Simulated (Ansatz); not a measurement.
Geometry optimisation, RHF/def2-SVP in Ansatz.

Input file:

```yaml
crystal:
  periodic: [false, false, false]
  atoms:
    - { symbol: Ga, position_ang: [-0.3116, -1.5246, 0.8157] }
    - { symbol: O, position_ang: [0.3739, 0.1991, -0.3574] }
    - { symbol: C, position_ang: [1.2136, 0.8754, -1.2507] }
    - { symbol: C, position_ang: [-1.595, -0.0022, 1.2011] }
    - { symbol: H, position_ang: [-0.679, 0.5397, 0.2993] }
    - { symbol: Cl, position_ang: [0.8463, -3.2668, 0.6108] }
    - { symbol: H, position_ang: [2.154, 0.3279, -1.3758] }
    - { symbol: H, position_ang: [1.4385, 1.8744, -0.8602] }
    - { symbol: H, position_ang: [0.7316, 0.9749, -2.2304] }
    - { symbol: H, position_ang: [-1.5658, 0.2622, 2.2561] }
    - { symbol: H, position_ang: [-2.6064, -0.2601, 0.8915] }
basis:
  gaussian: { orbitals: def2-SVP }
hamiltonian:
  xc: hf
relax:
  f_tol: 0.15
  max_steps: 25
  restrain:
    - { distance: [4, 1], at: 2.27, k: 30.0 }
    - { distance: [0, 1], at: 1.88, k: 30.0 }
    - { distance: [4, 3], at: 1.07, k: 30.0 }
```

Command:

```bash
$ ansatz run input.yaml --threads 2 --pin off --max-ram 3072MiB --backend cpu --events-out ev --progress --plain --runs-dir out
```

Question: Where does it end, and by what steps?

Answer: The forces met the threshold. The restraints hold the end off the free minimum. After 11 steps the energy has fallen by 3.163 eV (the restraints' own energy left out); H5 moved furthest, 1.04 Å. Joined: C4–H5.

```
step  energy less start (eV)  largest force component (eV/Å)  accepted
   0                  0.0000                           2.832       yes
   1                 -0.9586                           2.501       yes
   2                 -1.7437                           2.377       yes
   3                 -2.5044                           1.901       yes
   4                 -2.8436                           1.190       yes
   5                 -2.8928                           1.165       yes
   6                 -2.9484                           1.128       yes
   7                 -2.9983                           1.289       yes
   8                 -3.0983                           1.069       yes
   9                 -3.1449                           1.191       yes
  10                 -3.1519                           1.245       yes
  11                 -3.1631                           1.273       yes
```

```xyz
11
Properties=species:S:1:pos:R:3
Ga -0.181 -0.960 0.503
O 0.366 0.516 -0.437
C 1.398 0.742 -1.333
C -1.724 -0.155 1.356
H -1.512 0.789 0.864
Cl 0.941 -2.785 0.331
H 2.211 0.010 -1.252
H 1.825 1.736 -1.163
H 1.047 0.716 -2.372
H -1.674 -0.061 2.439
H -2.697 -0.546 1.064
```

Whether the end is a true minimum wasn't checked by a vibrational analysis.

Time of the run: 18 s on 2 threads of Intel(R) Xeon(R) 6975P-C (Granite Rapids), on a shared host, peak memory 0.3 GiB.
